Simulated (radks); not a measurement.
These are the eigenvalues of the occupied orbitals of an atom or ion with whole-number occupations (Ry). Calculated with a radial shooting solver on a logarithmic mesh with Libxc functionals: Dirac Kohn-Sham, BLYP, spin-unpolarised, spherical densities, finite nucleus; Fermi nuclear charge, rms radius of each element as measured or else 0.836 A^(1/3) + 0.57 fm.

orbital  eigenvalue
1s1/2     -981.6038
2s1/2     -130.1721
2p1/2     -117.5310
2p3/2     -114.0361
3s1/2     -20.27094
3p1/2     -15.87518
3p3/2     -15.37121
3d3/2      -7.73959
3d5/2      -7.65928
4s1/2      -3.96907
4p1/2      -2.95414

Which element is it, and in what charge state? The configuration may be excited. Open shells, if any, fill j = l - 1/2 first.

Answer. Z = 35, bromine, charge +3: Br3+ in [Ar] 3d10 4s2 4p2. The list shows which subshells hold electrons but not how many an open one holds; the 1s level, -490.8 hartree, gives Z - s = 31.3 by -(Z - s)^2/2, which with screening and relativity narrows Z to a few neighbours, and the depths of the outer levels then fix element, charge and occupations together.
